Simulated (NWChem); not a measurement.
# C$_{2}$H$_{7}$FSn; SMILES [SnH2]([CH2]C)[F]

```xyz
11

Sn     0.2683     0.5187     0.0414
F     -1.6566     0.7888    -0.1474
C      0.5261    -1.5619    -0.4398
C     -0.4914    -2.4458     0.2703
H      0.5913     0.9115     1.6788
H      0.9772     1.6232    -1.0605
H      1.5615    -1.8410    -0.1849
H      0.4358    -1.6422    -1.5348
H     -0.3736    -2.4071     1.3649
H     -0.3854    -3.5004    -0.0320
H     -1.5219    -2.1340     0.0421
```
Atoms are numbered in this order, from 1.

Program: NWChem. Medium grid unless said otherwise, to which SCAN and Minnesota functionals are sensitive. Coordinates come from a PBE0/def2-SVP optimisation. Not confirmed as a minimum by frequencies. def2 effective core potentials on Sn; no spin-orbit coupling. Hybrids' shares of exact exchange are those that their runs print; pure functionals count as 0. The functionals differ in more than this share.

```csv
row,share of exact exchange,highest occupied level (eV)
PBE/def2-SVP,0.00,-6.75
"LDA (Slater exchange, VWN5)/def2-SVP",0.00,-6.85
B3LYP/def2-SVP,0.20,-7.83
r2SCAN0/def2-SVP,0.25,-8.27
MPW1K/def2-SVP,0.43,-9.03
M05-2X/def2-SVP,0.56,withheld
```

Question: Fit a straight line of the last column on the one before it, predict the withheld value, and compare with the run.

Answer: 
1. Means of the 5 shown rows: x = 0.176, y = -7.746. Slope Σ(x − x̄)(y − ȳ)/Σ(x − x̄)² = -0.6999/0.1325 = -5.282; intercept -6.816.
2. The shown rows scatter about the line by 0.075 (root mean square); the largest residual is -0.13, at r2SCAN0/def2-SVP.
3. At x = 0.56 (M05-2X/def2-SVP; beyond the shown range) the line gives -9.77.
4. The run gives -9.29, +0.48 from the line, 6.4 times the scatter.
